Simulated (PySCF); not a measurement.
Zn (SMILES [Zn]), singlet; PySCF with DF-BHANDHLYP/def2-SVP.

Here is a job for PySCF.
```python
from pyscf import gto, scf, dft

mol = gto.M(
    atom='''
Zn    0.00000000    0.00000000    0.00000000
''',
    basis='def2-svp',
    verbose=4,
)

mf = dft.RKS(mol)
mf.xc = 'bhandhlyp'
mf = mf.density_fit(auxbasis='def2-universal-jkfit')
mf.kernel()
```

It wrote (shortened):

```
PySCF version 2.14.0

[INPUT] verbose = 4
[INPUT] num. atoms = 1
[INPUT] num. electrons = 30
[INPUT] charge = 0
[INPUT] spin (= nelec alpha-beta = 2S) = 0
[INPUT] symmetry False subgroup None
[INPUT] Mole.unit = angstrom
[INPUT] Symbol           X                Y                Z      unit          X                Y                Z       unit  Magmom
[INPUT]  1 Zn     0.000000000000   0.000000000000   0.000000000000 AA    0.000000000000   0.000000000000   0.000000000000 Bohr   0.0

nuclear repulsion = 0
number of shells = 11
number of NR pGTOs = 73
number of NR cGTOs = 31
basis = def2-svp
ecp = {}

******** <class 'pyscf.df.df_jk.DFRKS'> ********
method = DFRKS
initial guess = minao
damping factor = 0
level_shift factor = 0
DIIS = <class 'pyscf.scf.diis.CDIIS'>
diis_start_cycle = 1
diis_space = 8
diis_damp = 0
SCF conv_tol = 1e-09
SCF conv_tol_grad = None
SCF max_cycles = 50
direct_scf = False
XC library pyscf.dft.libxc version 7.1.2
    S. Lehtola, C. Steigemann, M. J. T. Oliveira, and M. A. L. Marques,  SoftwareX 7, 1–5 (2018)
XC functionals = bhandhlyp
    A. D. Becke,  J. Chem. Phys. 98, 1372 (1993)
    Defined through Gaussian implementation.
radial grids:
    Treutler-Ahlrichs [JCP 102, 346 (1995); DOI:10.1063/1.469408] (M4) radial grids

becke partition: Becke, JCP 88, 2547 (1988); DOI:10.1063/1.454033
pruning grids: <function nwchem_prune>
grids dens level: 3
symmetrized grids: False
atomic radii adjust function: <function treutler_atomic_radii_adjust>
small_rho_cutoff = 0
Set gradient conv threshold to 3.16228e-05
Initial guess from minao.
tot grids = 20640
******** <class 'pyscf.df.df.DF'> ********
auxbasis = def2-universal-jkfit
init E= -1778.66286542482
  HOMO = -0.2598018249734  LUMO = 0.0973859040759927  gap/eV = 9.71957
cycle= 1 E= -1779.10114942671  delta_E= -0.438  |g|= 0.0066  |ddm|= 0.209
  HOMO = -0.257107781889994  LUMO = 0.0993946224385636  gap/eV = 9.70092
cycle= 2 E= -1779.10118509218  delta_E= -3.57e-05  |g|= 0.00162  |ddm|= 0.047
  HOMO = -0.257965155353015  LUMO = 0.0982880309138047  gap/eV = 9.69414
cycle= 3 E= -1779.10118551849  delta_E= -4.26e-07  |g|= 0.00159  |ddm|= 0.006
  HOMO = -0.258182855233446  LUMO = 0.0980275969234728  gap/eV = 9.69298
cycle= 4 E= -1779.10118581474  delta_E= -2.96e-07  |g|= 2.17e-05  |ddm|= 0.000699
  HOMO = -0.258194244625657  LUMO = 0.0980129787223264  gap/eV = 9.69289
cycle= 5 E= -1779.10118581482  delta_E= -7.69e-11  |g|= 4.56e-07  |ddm|= 4.63e-05
  HOMO = -0.258194406252076  LUMO = 0.0980127854832379  gap/eV = 9.69289
Extra cycle  E= -1779.10118581482  delta_E= -4.55e-13  |g|= 4.15e-07  |ddm|= 5.97e-07
converged SCF energy = -1779.10118581482
```
